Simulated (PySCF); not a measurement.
CH4CdOSe. Atoms are numbered in the order given.

```xyz
8

Cd     0.2001    -0.0853    -0.3917
O      0.9670    -0.6649    -2.1306
C      0.7607    -1.9295    -2.6947
H     -0.3044    -2.1525    -2.9169
H      1.3013    -1.9823    -3.6597
H      1.1433    -2.7658    -2.0720
Se    -0.6517     0.7831     1.7517
H     -1.8894     1.2659     1.1039
```

The structure is a stationary point at B3LYP-D3(BJ)/def2-SVP. The def2 effective core potentials stand for the cores of Cd; spin–orbit coupling is left out. One conformer was computed; it need not be the lowest.

Level of theory: TDA-M06-2X/def2-SVPD run with PySCF 2.14.0.

Vertical excitations. Gas-phase values at a fixed geometry.

**Question.** Give excitation energies, oscillator strengths and character. (An estimate is asked for; the answer gives what the named calculation found.)

**Answer.** 
| state | energy (eV) | λ (nm) | f | main pairs |
|---|---|---|---|---|
| S1 | 4.30 | 288 | 0.029 | HOMO→LUMO 96 % |
| S2 | 4.55 | 273 | 0.004 | HOMO−1→LUMO 92 % |
| S3 | 5.17 | 240 | 0.002 | HOMO→LUMO+1 85 % |
| S4 | 5.22 | 238 | 0.115 | HOMO−2→LUMO 75 %, HOMO−1→LUMO+1 12 % |
| S5 | 5.70 | 218 | 0.010 | HOMO→LUMO+2 58 %, HOMO−3→LUMO 17 %, HOMO→LUMO+3 12 % |
| S6 | 5.74 | 216 | 0.005 | HOMO→LUMO+3 59 %, HOMO→LUMO+2 11 %, HOMO→LUMO+1 10 % |
| S7 | 5.97 | 208 | 0.000 | HOMO−2→LUMO+1 92 % |
| S8 | 6.05 | 205 | 0.004 | HOMO−1→LUMO+2 95 % |
| S9 | 6.14 | 202 | 0.106 | HOMO−1→LUMO+1 61 %, HOMO−2→LUMO+2 16 % |
| S10 | 6.34 | 196 | 0.050 | HOMO−2→LUMO+2 77 %, HOMO−1→LUMO+1 14 % |
| T1 | 4.00 | 310 | 0 | HOMO→LUMO 94 % |
| T2 | 4.23 | 293 | 0 | HOMO−1→LUMO 90 % |
| T3 | 4.38 | 283 | 0 | HOMO−2→LUMO 89 % |
| T4 | 4.95 | 251 | 0 | HOMO→LUMO+1 59 %, HOMO→LUMO+3 31 % |
Triplets are in the Tamm–Dancoff approximation.
